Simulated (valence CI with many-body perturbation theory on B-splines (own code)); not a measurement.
Results of a calculation; reference values are marked as such.
Al⁷⁺: what the settings do

Method: valence CI with perturbative core correlation (CI+MBPT): four valence electrons over a frozen Dirac-Fock core [He], a basis of 6 s, 6 p, 5 d, 3 f, 1 g functions for each j, with the one-electron correlation potential Σ1 (screened to all orders), the two-electron term Σ2, the three-electron term Σ3, Breit, model QED; selected single and double excitations, second order for the rest (own B-spline code, finite nucleus).

No measured spectrum was set against this ion. As an estimate, levels hold to about 100 cm⁻¹ or 0.05 % of their energy and the worst to 300 or 400 cm⁻¹, as in measured light ions of charge 2 to 7.

The reference run has the lowest level 2s2 2p2 3P_0 and an ionisation energy of 284.669 eV. Its largest variational space holds 10000 state functions.

Changed runs:
A. size limit of the variational space 10000 → 3000
B. hole-hole ladder in Σ2 on → off
C. size limit of the variational space 10000 → 1500
D. correlating orbitals by l 3 3 3 2 1 → 2 2 1 1 0; natural orbitals for correlation on → off (bad on purpose)

Excitation energies of the reference run in cm⁻¹, and shifts in cm⁻¹:

```csv
Level,Reference,A,B,C,D
2s2 2p2 3P_1,1707,0,-0.2,-8.6,-1.3
2s2 2p2 3P_2,4411,-1.0,-0.2,-7.4,+4.7
2s2 2p2 1D_2,47060,-2.9,-0.1,-24,+2513
2s2 2p2 1S_0,96766,0,+50,-1.5,+601
2s 2p3 5S°_2,133289,-1.9,-55,-3.4,-6786
2s 2p3 3D°_3,262308,-1.5,-55,-10,+1827
2s 2p3 3D°_2,262410,-2.4,-55,-10,+1837
2s 2p3 3D°_1,262507,-3.7,-55,-10,+1843
2s 2p3 3P°_1,309401,-3.7,-7.1,-13,+2109
2s 2p3 3P°_2,309447,-4.0,-7.0,-18,+2103
2s 2p3 3P°_0,309458,-0.1,-7.0,-1.6,+2110
2s 2p3 1D°_2,397668,-4.3,-55,-28,+8677
Ionisation energy (eV),284.669,-2.3e-05,-0.00053,-3.2e-05,-0.406
```
